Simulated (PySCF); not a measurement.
Excitations are Tamm–Dancoff values on a coarser integration grid. The basis has no diffuse functions, so Rydberg states are missing or too high.

Z-matrix (Å, degrees):
```
Al
O 1 1.6888
H 2 0.9555 1 122.50
O 1 1.6888 2 119.97 3 -179.83
H 4 0.9555 1 122.44 2 -0.05
O 1 1.6888 2 120.02 3 0.18
H 6 0.9555 1 122.45 2 -179.90
```
Charge 0, multiplicity 1.

Problem. What LUMO, HOMO–LUMO gap, HOMO, S1 excitation (TDA) and total energy does PBE-D3(BJ)/def2-TZVP // PBE0-D4/def2-TZVP (PySCF 2.14.0) give?

Solution. 
```json
{
 "LUMO": "-1.29 eV",
 "HOMO–LUMO gap": "6.00 eV",
 "HOMO": "-7.29 eV",
 "S1 excitation (TDA)": "6.07 eV",
 "total_energy": "-469.8206 Ha"
}
```
